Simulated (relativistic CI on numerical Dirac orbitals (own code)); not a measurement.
## Nb⁺ (4d4) in a crystal field

Calculated by Dirac-Coulomb-Breit CI, separate exchange-only KLI orbitals for each configuration, a model potential for QED, one configuration in a parametric crystal field, unscaled Slater integrals (own radial code). With so little scaling, terms lie 10 to 35 % too far apart, which can change the order of excited levels.

Field parameters in Wybourne normalisation: D3d B²₀ = −7Dσ, B⁴₀ = −14Dq − 21Dτ, B⁴₃ = −14√(10/7) Dq; D4h B²₀ = −7Ds, B⁴₀ = 21(Dq − Dt), B⁴₄ = 21√(5/14) Dq; Td as Oh with Dq negative (B⁴₀ = 21Dq, B⁴₄ = √(5/14) B⁴₀). The field is a parameter set, without covalency.

S and J are read from ⟨S²⟩ = S(S + 1) and ⟨J²⟩ = J(J + 1) of each level; they are not fictitious spins.

D3d, 10Dq = 7400, Dσ = -740, Dτ = -430 cm⁻¹, the lowest 16 levels:

```csv
E (cm⁻¹),Degeneracy,Irrep,S,J
0.0,1,A1,1.99,2.61
23.5,2,E,2.00,2.67
48.2,1,A2,2.00,2.86
60.4,2,E,2.00,2.84
81.8,1,A1,2.00,2.92
87.6,2,E,2.00,2.94
107,1,A2,2.00,3.00
2444,2,E,2.00,3.07
2456,2,E,2.00,3.20
2460,1,A1,2.00,3.24
6751,1,A1,0.99,4.22
6883,1,A2,1.01,4.32
6987,2,E,1.00,4.09
7116,2,E,1.01,3.94
7312,1,A1,2.00,2.49
7313,1,A2,2.00,2.48
```

Td, 10Dq = -10950 cm⁻¹, the lowest 10 levels:

```tsv
E (cm⁻¹)	Degeneracy	Irrep	S	J
0.0	1	A1	0.18	4.57
927	1	A1	1.95	2.35
954	3	T1	1.98	2.33
1003	3	T2	1.99	2.38
1304	2	E	1.99	3.23
1330	3	T1	2.00	3.25
1543	3	T2	2.00	3.76
4357	3	T1	1.03	3.77
4381	1	A1	1.02	3.64
4556	2	E	1.01	4.04
```

D4h, 10Dq = 22900, Ds = 2830, Dt = 660 cm⁻¹, the lowest 10 levels:

```
E (cm⁻¹)  Degeneracy  Irrep     S     J
     0.0           1     A1  1.93  3.07
     4.4           1     A2  1.93  3.07
    84.6           2      E  1.97  3.02
     113           1     B1  1.98  3.01
    1640           1     A1  1.11  4.19
    1689           1     A2  1.11  4.19
    1775           2      E  1.05  4.06
    1888           1     B2  1.00  3.90
    1933           1     B1  1.03  3.85
    6470           1     A1  0.96  4.13
```

The free-ion ground term has S = 2. The field overcomes the spin-pairing energy for Td, 10Dq = -10950 cm⁻¹, where the ground state has lower spin; these fields are assumed values.

Levels of this model without a field, named by their leading LS term: 5D_0 0, 5D_1 117, 5D_2 340, 5D_3 657, 5D_4 1055, 3H_4 12539, 3H_5 12805, 3H_6 13089 cm⁻¹.
